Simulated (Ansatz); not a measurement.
A single point on C$_{2}$H$_{10}$OSi$_{2}$, SMILES `C[Si](C)(O)[SiH3]`.

```yaml
crystal:
  periodic: [false, false, false]
  atoms:
    - {symbol: C, position_ang: [-1.348199, 0.631763, 1.215188]}
    - {symbol: Si, position_ang: [-0.205116, -0.329354, 0.102983]}
    - {symbol: C, position_ang: [1.419256, -0.681793, 0.962216]}
    - {symbol: O, position_ang: [-1.013629, -1.738909, -0.239447]}
    - {symbol: Si, position_ang: [0.222628, 0.849421, -1.891093]}
    - {symbol: H, position_ang: [-1.549322, 0.065656, 2.128983]}
    - {symbol: H, position_ang: [-0.904925, 1.589885, 1.498221]}
    - {symbol: H, position_ang: [-2.301625, 0.829197, 0.720843]}
    - {symbol: H, position_ang: [1.248393, -1.240867, 1.886740]}
    - {symbol: H, position_ang: [1.932173, 0.249718, 1.217720]}
    - {symbol: H, position_ang: [2.092574, -1.267731, 0.331225]}
    - {symbol: H, position_ang: [-0.600625, -2.348575, -0.851799]}
    - {symbol: H, position_ang: [1.032326, 2.075392, -1.635171]}
    - {symbol: H, position_ang: [0.991428, -0.000288, -2.847970]}
    - {symbol: H, position_ang: [-1.037035, 1.265785, -2.569238]}
basis:
  gaussian: {orbitals: def2-QZVPP}
correlation: {method: mp2}
```

```sh
$ ansatz run in.yaml --threads 2 --pin off --events-out ev --progress --plain --max-ram 32768MiB --backend cuda --devices 0, --max-vram 18GiB
```

Output, abridged:

```
Functional definition: HF
3589 factors; integrals over basis functions are off by at most 7.8e-4 eV
mean field evaluation 1: about -19980.1102 eV, gradient 4.9e1 eV
mean field evaluation 2: about -19980.2299 eV, gradient 4.9e1 eV
mean field evaluation 4: about -19985.8003 eV, gradient 5.1e0 eV
mean field evaluation 8: about -19985.8982 eV, gradient 3.1e-1 eV
mean field -19985.89865214 eV, -734.4682285373 hartree, gradient 2.3e-6 eV, S^2 0.000000; 0 other end points of the search recorded, 0 dependent functions left out
13 core orbitals not correlated: weight in the atoms' cores, before any rotation towards them, 1.000 or more for the frozen orbitals, at most 0.000 for the correlated occupied ones
reference -19985.89865214 eV, -734.4682285373 hartree; 16, 16 occupied and 582, 582 virtual orbitals, 3589 factors
second order -24.83962713 eV of doubles, -0.00000000 eV of singles
Total energy: -20010.73827927 eV, -735.3810679974 hartree
```

It took 11 s on 2 threads of an AMD EPYC 7R13 on a shared host and a share of an NVIDIA H100 80 GB, with 1.2 GiB of host memory at the peak.
